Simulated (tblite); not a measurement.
Compound: C6H6ClF.
Structure used (GFN2-xTB), in Å, numbered top down from 1:
```xyz
14
C6H6ClF angstrom
C     -3.0234    0.2951    0.7473
C     -1.8847    0.2872    0.0574
C     -0.5946    0.0101    0.6377
F     -0.6017   -0.2493    1.9667
C      0.5768   -0.0087   -0.0262
C      1.8429   -0.2891    0.5835
C      3.0161   -0.3107   -0.0547
Cl     3.1935    0.0002   -1.7337
H     -3.0416    0.0892    1.8043
H     -3.9666    0.5067    0.2766
H     -1.8709    0.4943   -1.0027
H      0.5637    0.2005   -1.0844
H      1.8419   -0.4992    1.6440
H      3.9480   -0.5267    0.4419
```

All values are computed: GFN2-xTB (tblite) harmonic vibrations without scaling, gas phase. Against measured fundamentals such values can be off by several per cent, at times by over 20. One conformer, not necessarily the lowest.

Harmonic wavenumbers (cm⁻¹): 62.4, 94.9, 96.7, 184.0, 194.8, 263.9, 393.1, 438.1, 483.1, 514.2, 638.3, 686.1, 739.6, 759.6, 831.8, 876.3, 888.0, 898.6, 998.9, 1009.1, 1118.1, 1162.1, 1223.3, 1262.1, 1282.2, 1318.5, 1401.0, 1600.5, 1620.4, 1651.6, 3073.0, 3083.5, 3090.8, 3106.7, 3114.4, 3147.9.

A = 4886, B = 667.9, C = 587.6 MHz; mass 132.014 u (most abundant isotopes); point group Cs, symmetry number 1.

Task: Zero-point energy?

Result: ½Σν̃ = 21654 cm⁻¹ = 259.04 kJ/mol.

Task: What is S at 350 K and 1 bar for an ideal gas of classical rigid rotors and harmonic oscillators?

Result: Translation 173.09, rotation 125.46, vibration 113.83: S = 412.4 J/(mol K).

Task: And Cp and H(350 K) − H(0)?

Result: Cp = 151.42 J/(mol K), of which vibrations give 118.16 (their classical limit is 36 R = 299.3); H(350 K) − H(0) = 32.64 kJ/mol without the zero-point energy, 21.00 from vibrations.

Task: How do the functions run with temperature in this model?

Result: 
```
 T (K)  S (J/(mol K))  Cp (J/(mol K))  H − H(0) (kJ/mol)  G − H(0) (kJ/mol)  ln q(vib)
   150          315.8            85.5               8.92             -38.45       2.32
   250          367.1           118.7              19.11             -72.68       4.40
298.15          389.4           134.9              25.21             -90.90       5.40
   400          433.6           166.1              40.58            -132.84       7.50
   600          510.1           211.3              78.66            -227.42      11.53
   900          604.3           251.9             148.71            -395.13      17.12
```

q(vib) and H(0) count from the zero-point level.

Task: What must be added to the electronic energy to get the Gibbs energy at 350 K and 1 bar?

Result: ZPE + [H(350 K) − H(0)] − T·S = 259.04 + 32.64 − 144.33 = 147.35 kJ/mol.

Task: Which modes carry the vibrational entropy at 350 K?

Result: 62.4 cm⁻¹: 19.65; 94.9 cm⁻¹: 16.19; 96.7 cm⁻¹: 16.04; 184.0 cm⁻¹: 10.83; 194.8 cm⁻¹: 10.38; 263.9 cm⁻¹: 8.03 J/(mol K); the other 30 give 32.70 together.

Task: Blend soft modes into free rotors: weight 1/[1 + (100 cm⁻¹/ν̃)⁴] for the oscillator and the rest for a rotor with moment μB/(μ + B), μ = h/(8π²ν), B = 10⁻⁴⁴ kg m². What vibrational entropy results?

Result: 105.75 J/(mol K) in place of 113.83, which changes −T·S at 350 K by +2.83 kJ/mol.

Hindered rotation and anharmonicity are outside this model. Other conformers, if any are populated, would add a mixing term that is left out.
